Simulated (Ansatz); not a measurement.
Geometry optimisation, RKS B3LYP/def2-SVP (Ansatz).

Input file:

```yaml
crystal:
  periodic: [false, false, false]
  atoms:
    - { symbol: Al, position_ang: [0.147599, 0.830773, -0.30039] }
    - { symbol: O, position_ang: [-0.494107, -0.623727, 2.205517] }
    - { symbol: Si, position_ang: [-1.661892, -1.101757, 3.319202] }
    - { symbol: H, position_ang: [-2.465195, -2.165438, 2.650389] }
    - { symbol: H, position_ang: [-1.026576, -1.648004, 4.557431] }
    - { symbol: H, position_ang: [-2.539749, 0.055416, 3.699087] }
    - { symbol: H, position_ang: [1.195834, -0.156765, -0.94484] }
    - { symbol: H, position_ang: [-1.290596, 1.124034, -0.882556] }
    - { symbol: O, position_ang: [0.687853, 1.817886, 1.049147] }
    - { symbol: Al, position_ang: [1.17014, 3.21138, 1.913186] }
    - { symbol: H, position_ang: [1.15958, 3.108811, 3.499818] }
    - { symbol: H, position_ang: [1.586458, 4.52022, 1.125429] }
    - { symbol: H, position_ang: [0.013651, 0.201071, 2.398779] }
basis:
  gaussian: { orbitals: def2-SVP }
hamiltonian:
  xc: b3lyp
relax:
  f_tol: 0.03
  max_steps: 50
```

Command:

```bash
$ ansatz run input.yaml --threads 4 --pin off --max-ram 5120MiB --backend cpu --events-out ev --progress --plain --runs-dir out
```

Q: Where does it end, and by what steps?

A: The forces met the threshold. The force dipped under the threshold on the way, but the program's further checks kept it going. After 13 steps the energy has fallen by 0.587 eV; H4 moved furthest, 0.97 Å. Joined: Al1–O2 (2.97 → 2.01 Å).

| step | energy less start (eV) | largest force component (eV/Å) | accepted |
| --- | --- | --- | --- |
| 0 | 0.0000 | 0.835 | yes |
| 1 | -0.1565 | 0.445 | yes |
| 2 | -0.3213 | 0.540 | yes |
| 3 | -0.4545 | 0.590 | yes |
| 4 | -0.4595 | 1.572 | yes |
| 5 | -0.5419 | 0.213 | yes |
| 6 | -0.5629 | 0.416 | yes |
| 7 | -0.5661 | 0.233 | yes |
| 8 | -0.5765 | 0.191 | yes |
| 9 | -0.5778 | 0.199 | yes |
| 10 | -0.5838 | 0.171 | yes |
| 11 | -0.5864 | 0.109 | yes |
| 12 | -0.5871 | 0.014 | yes |
| 13 | -0.5874 | 0.024 | yes |

```xyz
13
Properties=species:S:1:pos:R:3
Al -0.129 0.679 0.506
O -0.566 -0.182 2.266
Si -1.706 -1.289 2.913
H -2.031 -2.191 1.786
H -1.057 -2.010 4.039
H -2.899 -0.545 3.395
H 0.850 -0.347 -0.214
H -1.576 0.967 -0.100
O 0.626 1.984 1.405
Al 1.459 3.432 1.711
H 1.742 3.801 3.229
H 1.925 4.372 0.524
H -0.155 0.502 2.830
```

Whether the end is a true minimum wasn't checked by a vibrational analysis.

Run time: 30 s on 4 threads of Arm Neoverse V1 (shared host), peak memory 0.3 GiB.
